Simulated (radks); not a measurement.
Effect of the nuclear size on the argon ion Ar+, [Ne] 3s2 3p5. Calculated with a radial shooting solver on a logarithmic mesh with Libxc functionals: Dirac Kohn-Sham, PBE, spin-unpolarised, spherical densities, finite nucleus; open shells fill j = l - 1/2 first; Fermi nuclear charge, rms radius 3.4274 fm. The rms radius is varied about that value; shifts are against it.

rms radius (fm),total energy shift (eV),density at nucleus (e/bohr^3),1s1/2 shift (meV),2s1/2 shift (meV)
2.9441,-0.00488,4353,-2.05,-0.155
3.1875,-0.00251,4346,-1.06,-0.080
3.4274,0,4339,0.000,0.000
3.5542,0.00140,4336,0.589,0.044
4.0546,0.00741,4324,3.12,0.235

Slopes of the eigenvalues against <r^2> in GHz/fm^2, as finite differences over the two radii next to the reference (eigenvalue slopes, not the field-shift constants of lines): 1s1/2 161, 2s1/2 12.2.
